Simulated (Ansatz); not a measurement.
Several settings on one geometry of `CCC(C)(C)CC(C)(C)C` (that of the charge 0 singlet, PBE-D4/def2-SVP). Ansatz on 4 threads of Intel Xeon Platinum 8175M on a shared host; times are rough.

```xyz
32

C     1.935    1.739   -0.793
C     1.483    0.324   -1.161
C     1.114   -0.623    0.011
C     0.900   -2.037   -0.569
C     2.305   -0.716    0.991
C    -0.107   -0.154    0.863
C    -1.515    0.205    0.293
C    -2.073   -0.840   -0.691
C    -2.464    0.265    1.511
C    -1.541    1.591   -0.382
H     1.187    2.273   -0.174
H     2.889    1.734   -0.229
H     2.099    2.349   -1.705
H     0.621    0.374   -1.861
H     2.295   -0.168   -1.741
H     0.181   -2.051   -1.409
H     1.860   -2.440   -0.955
H     0.531   -2.739    0.206
H     2.110   -1.475    1.778
H     3.233   -1.014    0.460
H     2.501    0.247    1.505
H     0.217    0.728    1.460
H    -0.262   -0.959    1.616
H    -2.048   -1.863   -0.262
H    -3.130   -0.605   -0.936
H    -1.513   -0.857   -1.646
H    -2.544   -0.724    2.008
H    -2.102    0.993    2.268
H    -3.484    0.576    1.206
H    -1.177    2.380    0.308
H    -0.925    1.631   -1.300
H    -2.579    1.858   -0.671
```

Totals from different functionals, basis sets or treatments of relativity can't be compared as stabilities.

The 6-31G sets use Cartesian d functions. Correlated methods freeze 10 core orbitals.

The spins typed aren't always the lowest for that charge.

Problem. Give the basis size and estimate the energy, ⟨S²⟩ and time of these runs.

```csv
run,method,charge,state,further keys
1,UKS B97M-V/6-31++G**,1,doublet,scf: {omitted_lower_state_checks: [starts]}; forces asked
2,RKS ωB97M-V/def2-SVP,0,singlet,scf: {lower_state_search: full}; forces asked
3,RKS SVWN5/6-31++G**,0,singlet,"point_charges: [{charge: -1.00, position_ang: [7.444, 0.157, 0.309]}]; scf: {omitted_lower_state_checks: [starts]}"
4,"RHF, rpa/6-31G*",0,singlet,scf: {omitted_lower_state_checks: [starts]}
```

Solution. 
```csv
run,functions,energy (Eh),⟨S²⟩,wall time
1,322,-394.0174,0.75,92 s
2,250,-393.7837,–,39 s
3,322,-390.6089,–,7 s
4,194,-393.0437,–,9 s
```
